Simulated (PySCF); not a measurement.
Se(I)(Me) (CH3ISe), SMILES C[Se]I. Atoms are numbered in the order given.

```xyz
6

Se     0.4878    -1.2902     0.0000
I     -0.0707     1.1758     0.0000
C     -1.3199    -1.9971     0.0000
H     -1.1987    -3.0913     0.0000
H     -1.8595    -1.6887    -0.9042
H     -1.8595    -1.6887     0.9042
```
Charge 0, spin multiplicity 1.

Geometry optimised at PBE0-D3(BJ)/def2-SVP. The def2 effective core potentials stand for the cores of I; spin–orbit coupling is left out.

The numbers are results of PBE0-D3(BJ)/def2-SVP (PySCF), not measurements.

Frequencies are harmonic and unscaled.

```json
[
 {"mode": "1", "ν (cm⁻¹)": "163", "IR (km/mol)": "0.9", "Raman (Å⁴/amu)": "4.8", "depolarisation": "0.54", "moving atoms (share of kinetic energy)": "C 52 %, H 26 %, I 12 %, Se 10 %"},
 {"mode": "2", "ν (cm⁻¹)": "169", "IR (km/mol)": "0.3", "Raman (Å⁴/amu)": "0.1", "depolarisation": "0.75", "moving atoms (share of kinetic energy)": "H 99 %"},
 {"mode": "3", "ν (cm⁻¹)": "255", "IR (km/mol)": "1.6", "Raman (Å⁴/amu)": "11.0", "depolarisation": "0.26", "moving atoms (share of kinetic energy)": "Se 63 %, I 36 %"},
 {"mode": "4", "ν (cm⁻¹)": "610", "IR (km/mol)": "3.2", "Raman (Å⁴/amu)": "13.3", "depolarisation": "0.30", "moving atoms (share of kinetic energy)": "C 70 %, H 15 %, Se 15 %"},
 {"mode": "5", "ν (cm⁻¹)": "904", "IR (km/mol)": "14.3", "Raman (Å⁴/amu)": "3.3", "depolarisation": "0.61", "moving atoms (share of kinetic energy)": "H 81 %, C 18 %"},
 {"mode": "6", "ν (cm⁻¹)": "917", "IR (km/mol)": "5.9", "Raman (Å⁴/amu)": "3.2", "depolarisation": "0.75", "moving atoms (share of kinetic energy)": "H 86 %, C 13 %"},
 {"mode": "7", "ν (cm⁻¹)": "1292", "IR (km/mol)": "3.9", "Raman (Å⁴/amu)": "1.5", "depolarisation": "0.47", "moving atoms (share of kinetic energy)": "H 85 %, C 15 %"},
 {"mode": "8", "ν (cm⁻¹)": "1418", "IR (km/mol)": "10.6", "Raman (Å⁴/amu)": "15.7", "depolarisation": "0.75", "moving atoms (share of kinetic energy)": "H 95 %"},
 {"mode": "9", "ν (cm⁻¹)": "1445", "IR (km/mol)": "15.0", "Raman (Å⁴/amu)": "11.8", "depolarisation": "0.71", "moving atoms (share of kinetic energy)": "H 95 %"},
 {"mode": "10", "ν (cm⁻¹)": "3067", "IR (km/mol)": "5.4", "Raman (Å⁴/amu)": "184.7", "depolarisation": "0.05", "moving atoms (share of kinetic energy)": "H 98 %"},
 {"mode": "11", "ν (cm⁻¹)": "3185", "IR (km/mol)": "2.3", "Raman (Å⁴/amu)": "106.7", "depolarisation": "0.74", "moving atoms (share of kinetic energy)": "H 90 %, C 10 %"},
 {"mode": "12", "ν (cm⁻¹)": "3210", "IR (km/mol)": "0.1", "Raman (Å⁴/amu)": "55.9", "depolarisation": "0.75", "moving atoms (share of kinetic energy)": "H 90 %, C 10 %"}
]
```
